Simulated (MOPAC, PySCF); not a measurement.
CH5ClOSi, SMILES `OC[SiH2]Cl` (H–O–C–Si torsion -176°, O–C–Si–Cl torsion 67°), neutral singlet in the gas phase. 

Z-matrix (Å, degrees):
```
C
H 1 1.0994
H 1 1.1019 2 106.96
O 1 1.4136 2 112.32 3 123.41
H 4 0.9600 1 108.92 2 -55.41
Si 1 1.8780 2 108.45 3 -115.59
H 6 1.4807 1 111.23 2 -175.46
H 6 1.4842 7 110.64 1 120.60
Cl 6 2.0545 7 108.09 8 118.07
```
Charge 0, spin multiplicity 1.

All levels are single points at this geometry (PBE0-D4/def2-TZVP); Pople sets use spherical d functions. Orbital energies aren't observables, and empty levels follow the basis.

PBE0-D4/def2-TZVP in PySCF gives gap (eV) = 8.67.

Q: Estimate the gap (eV) from each of these levels: PBE-D3(BJ)/def2-TZVP in PySCF; B3LYP/3-21G in PySCF; BP86/6-31G* in PySCF; HF/STO-3G in PySCF; AM1 in MOPAC.

A: 
```csv
level,gap (eV)
PBE-D3(BJ)/def2-TZVP in PySCF,6.05
B3LYP/3-21G in PySCF,7.51
BP86/6-31G* in PySCF,5.87
HF/STO-3G in PySCF,19.33
AM1 in MOPAC,10.84
```
